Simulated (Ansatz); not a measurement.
Basis-set series for CH5AlO3, SMILES `C[O][Al]([OH])[OH]`. The species carries charge 0 and has multiplicity 1. Geometry: relaxed with PBE0-D4/def2-TZVP. It is one conformer, not always the lowest.

| functional | basis | functions | energy (Eh) | HOMO (eV) | LUMO (eV) |
| --- | --- | --- | --- | --- | --- |
| PBE0-D4 | def2-TZVPP | 236 | -509.10510 | -8.07 | -0.35 |
| PBE0-D4 | def2-QZVPP | 448 | -509.12954 | -8.12 | -0.61 |
| ωB97M-V | def2-TZVPP | 236 | -509.40586 | -10.50 | 1.21 |
| ωB97M-V | def2-QZVPP | 448 | -509.42912 | -10.55 | 0.72 |

Problem. Give the rows for def2-SVP. (Best estimate.)

Solution. Computed: 
| functional | basis | functions | energy (Eh) | HOMO (eV) | LUMO (eV) |
| --- | --- | --- | --- | --- | --- |
| PBE0-D4 | def2-SVP | 99 | -508.68306 | -7.85 | -0.07 |
| ωB97M-V | def2-SVP | 99 | -508.97602 | -10.25 | 1.53 |

Positive LUMOs are unbound and depend on the basis.
